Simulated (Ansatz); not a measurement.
`C[O][SnH]([Cl])[O][SiH3]`, charge 0, multiplicity 1.

**Question.** Give a relaxed structure at PBE0-D4/def2-TZVP (Ansatz 0.2.0). (An estimate is asked.)

**Answer.** The calculation gave: 
Cartesian coordinates in Å:
```
C 0.8997 -1.2581 1.5721
O 1.7679 -0.3020 0.9986
Sn 1.0615 1.2034 0.0061
Cl -0.4701 2.2885 1.3673
O 0.0198 0.5059 -1.4724
Si -1.5468 0.0922 -1.7197
H 1.5143 -1.9695 2.1286
H 0.1864 -0.8029 2.2689
H 0.3383 -1.8114 0.8105
H 2.3143 2.1881 -0.5424
H -1.6141 -0.7108 -2.9669
H -2.0674 -0.7218 -0.5861
H -2.4038 1.2986 -1.8647
```
This is one stationary point; other conformers may exist.
